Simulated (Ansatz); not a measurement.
C4H8OSi, SMILES C(/C=C/[SiH2]O)=C.

The structure is a stationary point at ωB97X-D3(BJ)/def2-SVP. The structure was generated by enumeration; whether it is a known compound was not checked. Other conformers were not sampled.

Two levels are set side by side: PBE/def2-SVPD (Ansatz, a program for electronic structure) and ωB97X-V/def2-SVPD (Ansatz). Energy differences of separate SCF runs at the same geometry; the states with an electron removed or added have multiplicity 2 and 2. Differences are taken from unrounded values.

```
quantity                           ωB97X-V   PBE  PBE minus ωB97X-V
---------------------------------  -------  ----  -----------------
vertical ionisation energy (eV)       8.96  8.73              -0.23
vertical singlet–triplet gap (eV)     3.42  3.14              -0.28
```
